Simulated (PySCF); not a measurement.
P⁺ (phosphorus, charge +1) across methods

[Ne] 3s2 3p2, high-spin 3P determinant. Calculation: PySCF 2.14, in dyall-av3z (19s12p3d2f, 84 functions); scalar relativity by spin-free X2C-1e.

```tsv
method	E (hartree)	mean ε 3s α (eV)	mean ε 3s β (eV)	mean ε 3p α (eV)	Σ⟨r²⟩ (bohr²)	⟨S²⟩
r2SCAN	-341.6825	-24.630	-22.041	-15.401	20.55	2.008
PBE0	-341.5837	-25.947	-23.169	-16.318	20.56	2.005
TPSSh	-341.7270	-25.100	-22.395	-15.695	20.52	2.005
LC-wPBE	-341.6073	-29.315	-26.135	-19.243	20.47	2.006
B3LYP	-341.7365	-25.465	-23.097	-15.922	20.59	2.004
UHF	-341.17319	-31.054	-25.512	-19.718	20.79	2.013
PBE	-341.5571	-23.992	-21.939	-14.970	20.59	2.003
CAM-B3LYP	-341.7276	-27.472	-24.782	-17.580	20.61	2.004
LDA	-340.4303	-24.006	-22.127	-14.906	20.62	2.001
```
